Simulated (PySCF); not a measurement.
**Telling isomers of C₆H₁₄N₂OSi apart by NMR**

One conformer, non-relativistic Hamiltonian, gas phase, one averaged value for each set of equivalent atoms. Geometry: GFN2-xTB; shielding tensors at PBE0/pcSseg-1 (GIAO); PySCF 2.14.0 with density-fitted response routines.

References, each an isolated molecule treated in the same way: TMS for 1H, 13C. Where no couplings were computed, multiplicities follow the n + 1 count of equivalent neighbours, and m marks all less simple cases (inequivalent or close neighbours, rings, F or P nearby). Shifts are as computed. Against solution values, carbons near 30 ppm lie about +3 ppm off and those near 130 ppm about +5 ppm. Of 1211 compounds with measured shifts, 218 miss one by over three times the rms of a fit or turn the order of signals round; such compounds aren't used in these exercises. OH and NH positions are gas-phase values without hydrogen bonding to other molecules.

(1) Tabulate the signals of `C=C/C=C(\C)[Si](N)(N)OC`, `CO[C@@H]1C=NN([SiH](C)C)C1` and their relative energies.

(2) What is the quickest way to tell C=C/C=C(\C)[Si](N)(N)OC from CO[C@@H]1C=NN([SiH](C)C)C1?

Results:

(1) 
```json
{"SMILES": "C=C/C=C(\\C)[Si](N)(N)OC", "carbon types": "1×C 2×CH 1×CH2 2×CH3", "δC": "144.5, 144.3, 139.0, 125.6, 53.4, 17.3", "δH": "7.09 (m, 1H), 6.48 (d, 1H), 5.55 (m, 1H), 5.52 (m, 1H), 3.82 (s, 3H), 1.98 (s, 3H), 0.47 (br s, 4H)", "E rel. (kcal/mol)": "0.0"}
{"SMILES": "CO[C@@H]1C=NN([SiH](C)C)C1", "carbon types": "2×CH 1×CH2 3×CH3", "δC": "137.5, 90.1, 58.9, 53.2, -1.6, -3.4", "δH": "6.39 (d, 1H), 5.15 (m, 1H), 4.87 (m, 1H), 3.45 (s, 3H), 3.39 (m, 1H), 3.30 (m, 1H), 0.44 (d, 3H), 0.22 (d, 3H)", "E rel. (kcal/mol)": "50.7"}
```

Energies are electronic energies at PBE0/pcSseg-1 on these geometries, without zero-point or thermal terms, each for the one conformer computed, which needn't be the lowest.

(2) Both give the same number of carbon signals, but DEPT or the intensities differ. The first has a fully substituted alkene carbon (C) at 144.3 ppm, the second an sp3 CH2 bonded to N at 53.2 ppm. Their most deshielded carbons lie at 144.5 and 137.5 ppm. In the proton spectra the most deshielded non-exchanging signals are 7.09 (m, 1H) and 6.39 (d, 1H).
